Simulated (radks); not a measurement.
Values are calculated unless marked as measured or tabulated.
All-electron atom: Dy0.75+ in [Xe] 4f10 6s(up 1, down 0.25) (fractional occupations, a model configuration). Level of theory: scalar-relativistic Kohn-Sham, r2SCAN, spin-polarised, spherical densities, finite nucleus; open shells are filled with parallel spins first (spin-orbit coupling, left out, can overturn this in heavy ions); meta-GGA in the generalised Kohn-Sham scheme; Fermi nuclear charge, rms radius 5.2218 fm (a radial shooting solver on a logarithmic mesh with Libxc functionals).

X-ray form factor f0, the Fourier transform of the density (f0(0) = 65.25):

| sin(theta)/lambda (1/angstrom) | f0 (electrons) |
|---|---|
| 0.05 | 64.213 |
| 0.1 | 61.653 |
| 0.15 | 58.440 |
| 0.2 | 55.006 |
| 0.25 | 51.528 |
| 0.3 | 48.149 |
| 0.4 | 42.087 |
| 0.5 | 37.082 |
| 0.6 | 32.921 |
| 0.8 | 26.373 |
| 1 | 21.724 |
| 1.25 | 18.004 |
| 1.5 | 15.641 |
| 2 | 12.099 |
